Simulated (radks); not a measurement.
Question: These are the eigenvalues of the occupied orbitals of an atom or ion with whole-number occupations (hartree). Calculated with a radial shooting solver on a logarithmic mesh with Libxc functionals: non-relativistic Kohn-Sham, PBE, spin-polarised, spherical densities, point nucleus.

orbital  eigenvalue
1s up     -384.2986
1s down   -384.2985
2s up     -58.97779
2s down   -58.92212
2p up     -53.82471
2p down   -53.78390
3s up     -16.95987
3s down   -16.87978
3p up     -15.25004
3p down   -15.16826
3d up     -12.43921

Which element is it, and in what charge state? The configuration may be excited. Open shells, if any, are filled with parallel spins first.

Answer: Z = 31, gallium, charge +12: Ga12+ in [Ar] 3d1. The list shows which subshells hold electrons but not how many an open one holds; the 1s level, -384.3 hartree, gives Z - s = 27.7 by -(Z - s)^2/2, which with screening narrows Z to a few neighbours, and the depths of the outer levels then fix element, charge and occupations together.
